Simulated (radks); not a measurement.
Task: The mean radii <r> (bohr) of the occupied orbitals of an atom or ion are listed with their occupations. Calculated with a radial shooting solver on a logarithmic mesh with Libxc functionals: Dirac Kohn-Sham, PBE, spin-unpolarised, spherical densities, finite nucleus; Fermi nuclear charge, rms radius of each element as measured or else 0.836 A^(1/3) + 0.57 fm.

| orbital | occ. | <r> |
|---|---|---|
| 1s1/2 | 2 | 0.04149 |
| 2s1/2 | 2 | 0.1832 |
| 2p1/2 | 2 | 0.1573 |
| 2p3/2 | 4 | 0.1613 |
| 3s1/2 | 2 | 0.5210 |
| 3p1/2 | 2 | 0.5209 |
| 3p3/2 | 4 | 0.5305 |
| 3d3/2 | 4 | 0.5226 |
| 3d5/2 | 4 | 0.5259 |
| 4s1/2 | 2 | 1.379 |
| 4p1/2 | 2 | 1.526 |
| 4p3/2 | 3 | 1.550 |

Name the element and its charge. Open shells, if any, fill j = l - 1/2 first.

Result: Z = 36, krypton, charge +3: Kr3+ in [Ar] 3d8 4s2 4p5. The 1s radius gives Z: for a bare nucleus <r> = (2 gamma + 1)/(2Z) with gamma = sqrt(1 - (Z/c)^2), 0.04069 bohr for Z = 36, and screening makes it slightly larger (0.04149 here). The occupations add up to 33, and the charge is Z minus that.
